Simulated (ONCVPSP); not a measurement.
# What the settings do to the ONCV potential of I (Z = 53)

Base potential:

I (Z = 53), optimised norm-conserving Vanderbilt (ONCV), made with ONCVPSP 4.0.1 (LDA (Perdew-Zunger), fully relativistic). Core [Ar] 3d10, reference 4s2 4p6 4d10 5s2 5p5. Waves: 4s+5s: rc 1.35 bohr, ncon 3, nbas 6, qcut 9.8 1/bohr, 2 projectors; 4p+5p: rc 1.40 bohr, ncon 4, nbas 8, qcut 7.6 1/bohr, 2 projectors; 4d: rc 0.85 bohr, ncon 4, nbas 7, qcut 11.8 1/bohr, 1 projector. Local part: polynomial inside 0.55 bohr (lpopt 3, dvloc0 6 Ha). Core correction: Teter function, fcfact 4.5, rcfact 1.45.

Open shells are filled in proportion to 2j + 1.

Cutoffs, loose and tight: the cutoffs (Ha) at which the residual kinetic energy of the hardest occupied pseudo-wave falls to 1 and 0.1 mHa per electron. They do not see the model core or the augmentation charge, which bear on the density cutoff. Test errors are all-electron minus pseudo excitation energies from the reference, over the configurations 4s2 4p6 4d10 5s2 5p4; 4s2 4p6 4d10 5s2 5p3; 4s2 4p6 4d10 5s2 5p2; 4s2 4p6 4d9 5s2 5p6. A dash means not determined; rows that change the core or the reference have their own tests. The largest error is taken over the tests solved by every variant that gives reliable tests at all: 4s2 4p6 4d10 5s2 5p2; 4s2 4p6 4d10 5s2 5p3; 4s2 4p6 4d10 5s2 5p4.

A true bound ghost makes a file unfit for plane-wave use even where its test errors are small: the radial tests pick states by their node count and pass the ghost by.

```json
{"change": "base", "outcome": "generated", "cutoff, loose": "61 Ha", "cutoff, tight": "77 Ha", "bound ghosts": "s", "GHOST(+) flags above zero": "none", "largest test error (meV)": "+17"}
{"change": "d: rc 0.68", "outcome": "generated", "cutoff, loose": "364 Ha", "cutoff, tight": "489 Ha", "bound ghosts": "s", "GHOST(+) flags above zero": "none", "largest test error (meV)": "+16"}
{"change": "d: rc 0.76", "outcome": "generated", "cutoff, loose": "140 Ha", "cutoff, tight": "292 Ha", "bound ghosts": "s", "GHOST(+) flags above zero": "none", "largest test error (meV)": "+17"}
{"change": "d: rc 0.92", "outcome": "generated", "cutoff, loose": "59 Ha", "cutoff, tight": "70 Ha", "bound ghosts": "s", "GHOST(+) flags above zero": "none", "largest test error (meV)": "+17"}
{"change": "d: rc 0.98", "outcome": "generated", "cutoff, loose": "58 Ha", "cutoff, tight": "68 Ha", "bound ghosts": "s", "GHOST(+) flags above zero": "none", "largest test error (meV)": "+17"}
{"change": "d: rc 1.1", "outcome": "generated", "cutoff, loose": "56 Ha", "cutoff, tight": "64 Ha", "bound ghosts": "s", "GHOST(+) flags above zero": "none", "largest test error (meV)": "+17"}
{"change": "d: rc 1.16", "outcome": "generated", "cutoff, loose": "55 Ha", "cutoff, tight": "63 Ha", "bound ghosts": "s", "GHOST(+) flags above zero": "none", "largest test error (meV)": "+17"}
{"change": "d: rc 1.24", "outcome": "generated", "cutoff, loose": "53 Ha", "cutoff, tight": "62 Ha", "bound ghosts": "s", "GHOST(+) flags above zero": "none", "largest test error (meV)": "+17"}
```

Problem. What comes out with this change to the base: d: rc 0.82?

Solution. outcome: generated; cutoff, loose: 63 Ha; cutoff, tight: 148 Ha; bound ghosts: s; GHOST(+) flags above zero: none; largest test error (meV): +17.

Problem. What comes out with this change to the base: d: rc 0.58?

Solution. outcome: generated; cutoff, loose: 651 Ha; cutoff, tight: 939 Ha; bound ghosts: s; GHOST(+) flags above zero: none; largest test error (meV): +16.

Reading the sweep of the d radius (base included, trends over the rows without a ghost): Bound ghosts are found at 0.58, 0.68, 0.76, 0.82, 0.85, 0.92, 0.98, 1.1, 1.16, 1.24 bohr. Every judged row has one, so this setting neither creates nor removes them.
